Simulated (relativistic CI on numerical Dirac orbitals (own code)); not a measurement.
# Excitation temperature from two lines of P II

Problem. In an optically thin plasma whose excited levels follow a Boltzmann distribution, the energy emitted in P II 6043.12 Å and 4588.04 Å has the ratio 2.18 (an assumed reading, corrected for the detector). Tabulated data (NIST Handbook of Basic Atomic Spectroscopic Data): upper levels 103667.9 and 125128.9 cm⁻¹, g = 7 and 7, A = 6.80 × 10^7 and 1.70 × 10^8 s⁻¹. Calculate the temperature, its uncertainty for 15 % in the ratio of intensities and A values together, and the strength of these other lines with tabulated A (λ in Å, g, A, upper level): 4602.08, 9, 1.90 × 10^8, 125391.1; 6024.18, 5, 5.10 × 10^7, 103339.1; 4589.86, 5, 1.60 × 10^8, 124946.7.

Working.
1. The emitted power of a line is proportional to (gA/λ) exp(−E/kT), so I₁/I₂ = (g₁A₁λ₂/g₂A₂λ₁) exp[(E₂ − E₁)/kT].
2. The prefactor is 0.3037 and E₂ − E₁ = 21461.0 cm⁻¹ = 2.661 eV.
3. kT = (E₂ − E₁)/ln(2.18/0.3037) = 21461.0/1.9711 = 10888 cm⁻¹ = 1.350 eV, or T = 15670 K.
4. δT/T = (kT/ΔE) × 15 % = 7.6 %; lines whose upper levels lie far apart give the better thermometer.
5. Other lines relative to the first: 4602.08 Å: 0.64, 6024.18 Å: 0.55, 4589.86 Å: 0.31.

Remark. Dense plasmas such as arcs and laser-ablation plumes come near a Boltzmann distribution among excited levels, though their strong lines may be self-absorbed. Low-pressure etch and deposition plasmas, at 10¹⁰ to 10¹³ electrons per cm³, do not: there the number found is an excitation temperature of these levels and not the electron temperature.
